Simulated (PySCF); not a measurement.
# La(NO2)3 at several levels of theory

Computed with PySCF 2.14.0 (density fitting, no spin-orbit coupling) at the geometry relaxed with r2SCAN:

```xyz
10
La(NO2)3 (singlet)
La    0.0000    0.0000    0.0000
O     2.2511    0.0000    1.0514
O     2.2511    0.0000   -1.0514
N     2.9533    0.0000    0.0000
O    -1.1256    1.9496    1.0514
O    -1.1256    1.9496   -1.0514
N    -1.4766    2.5576    0.0000
O    -1.1256   -1.9495    1.0514
O    -1.1256   -1.9495   -1.0514
N    -1.4767   -2.5576    0.0000
```

```tsv
level	basis	state	HOMO (eV)	gap (eV)	charge on La1 (e)	population of f-type functions on La1 (polarisation alone where 4f lies in the core)	dipole about the centre of mass (D)	largest force component (eV/Å)
r2SCAN	La lcecp-1-SVP with ECP46, O def2-SVP, N def2-SVP	singlet	-7.22	3.16	1.36	0.06	0.00	0.08
BP86	the same	singlet	-6.94	2.77	1.17	0.07	0.00	0.82
TPSSh	the same	singlet	-7.65	4.05	1.35	0.07	0.00	0.18
wB97X	the same	singlet	-11.02	10.19	1.43	0.07	0.00	0.76
r2SCAN	La lcecp-1-TZVP with ECP46, O def2-TZVP, N def2-TZVP	singlet	-7.19	3.23	1.61	0.11	0.00	0.29
```

In the lcecp rows the 4f levels are missing from HOMO and gap, and the state counts the valence alone.

Charges are Mulliken's, which hang on the basis. The relaxation used the grid (50, 194), these runs (75, 302) or, all-electron (x2c bases, spin-free X2C Hamiltonian), (99, 590).

**Question.** What does M06-L with La lcecp-1-SVP with ECP46, O def2-SVP, N def2-SVP give here?

**Answer.** state singlet, HOMO (eV) -7.14, gap (eV) 3.20, charge on La1 (e) 1.53, population of f-type functions on La1 (polarisation alone where 4f lies in the core) 0.06, dipole about the centre of mass (D) 0.00, largest force component (eV/Å) 0.16. Time: 34 s on 4 threads of AMD EPYC (Zen 3) (shared host), from an already converged density.

In the first row's basis the gap widens with exact exchange: 2.8 to 3.2 eV for BP86, r2SCAN, M06-L (none); 4.0 eV for TPSSh (a fixed share); 10.2 eV for wB97X (rising or full at long range).

No frequency check is given that shows the relaxed geometry to be a minimum.
